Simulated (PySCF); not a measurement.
C7H13FO2.
Atom-mapped SMILES: `[CH3:1][CH2:2][O:3][C@@H:4]1[CH2:5][C@H:6]1[C@@H:7]([F:8])[O:9][CH3:10]` (hydrogens: H11, H12, H13 on C1; H14, H15 on C2; H16 on C4; H17, H18 on C5; H19 on C6; H20 on C7; H21, H22, H23 on C10)

Computed with PySCF at PBE0/pcSseg-1, non-relativistic, on one gas-phase PBE0-D3(BJ)/def2-SVP geometry that isn't relaxed in the solvent. The solvent is an IEF-PCM continuum (van der Waals radii × 1.2). Specific hydrogen bonds and non-electrostatic terms are outside this model.

Gas phase at PBE0/pcSseg-1: HOMO -6.95 eV, LUMO 1.51 eV, dipole 2.15 D.

Q: What does the continuum do to the energy, the frontier levels and the dipole at PBE0/pcSseg-1 in cyclohexane and acetonitrile?

A: 
```tsv
solvent	ε	E(solvent) − E(gas) (kcal/mol)	polarisation term (kcal/mol)	distortion of the solute (kcal/mol)	HOMO (eV)	LUMO (eV)	dipole (D)
cyclohexane	2.017	-2.07	-2.16	0.09	-6.97	1.62	2.35
acetonitrile	35.69	-5.21	-5.84	0.63	-7.06	1.72	2.67
```

Polarisation term: ½ Σ q·V over the induced surface charges. Distortion: the rise of the solute's own energy as its density leaves the gas-phase optimum. From cyclohexane to acetonitrile the lowering changes by a factor 2.52, Onsager's factor (ε − 1)/(2ε + 1) by 2.37 and ε itself by 17.7.

Q: Which radius a makes the point-dipole formula ΔE = −[(ε − 1)/(2ε + 1)]·μ²/a³ give the value in acetonitrile, with the gas-phase dipole?

A: μ = 0.845 au and |ΔE| = 0.00831 Eh give a = 1.83 Å; the farthest nucleus lies 3.78 Å from the centroid of the nuclei, so such a sphere wouldn't even hold the nuclei. The formula assumes a rigid point dipole at the centre of a sphere.

Q: Which Hirshfeld charges (PBE0/pcSseg-1) respond most in acetonitrile (means over atoms taken as equivalent)?

A: 
```tsv
atoms	environment	gas (e)	solvent (e)	change
O3	ether oxygen	-0.135	-0.151	-0.016
H20	methine hydrogen	+0.034	+0.046	+0.012
F8	alkyl fluorine	-0.108	-0.118	-0.010
O9	ether oxygen	-0.122	-0.131	-0.009
C4	sp3 carbon bound to oxygen	+0.025	+0.019	-0.006
H15	methylene hydrogen	+0.032	+0.038	+0.006
H19	methine hydrogen	+0.051	+0.056	+0.005
H21/H22/H23	methyl hydrogen	+0.044	+0.049	+0.005
C5	three-membered-ring carbon	-0.096	-0.100	-0.004
H14	methylene hydrogen	+0.043	+0.046	+0.003
H17	methylene hydrogen	+0.046	+0.048	+0.002
H16	methine hydrogen	+0.038	+0.039	+0.001
```

Shape of the structure used: `[CH3:1][CH2:2][O:3][C@@H:4]1[CH2:5][C@H:6]1[C@@H:7]([F:8])[O:9][CH3:10]`: C1–C2–O3–C4 -71°, C2–O3–C4–C5 165°, C5–C6–C7–F8 32°, C6–C7–O9–C10 171°.
